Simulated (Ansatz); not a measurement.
Scan of H6BN, singlet: internal rotation, threefold axis kept, other coordinates relaxed. Scanned: torsion (0 = eclipsed). Other coordinates (B-N length, H-B-N angle, H-N-B angle, B-H length, N-H length) were minimised at B3LYP/def2-TZVP.

The free coordinates were minimised at B3LYP/def2-TZVP in PySCF; the energy column is CCSD(T) on RHF/aug-cc-pVQZ, frozen core (Ansatz, a quantum-chemistry and plane-wave program), in kJ/mol.

```tsv
at / °	B-N length / Å	H-B-N angle / °	H-N-B angle / °	B-H length / Å	N-H length / Å	E
0	1.688	105.2	111.1	1.206	1.015	8.22
13	1.686	105.1	111.0	1.207	1.015	7.35
23	1.679	105.1	111.0	1.207	1.015	5.66
33	1.671	105.1	111.0	1.207	1.015	3.55
43	1.665	105.0	111.0	1.208	1.016	1.57
53	1.661	105.0	111.0	1.208	1.016	0.27
60	1.661	105.0	111.0	1.208	1.016	0.00
```
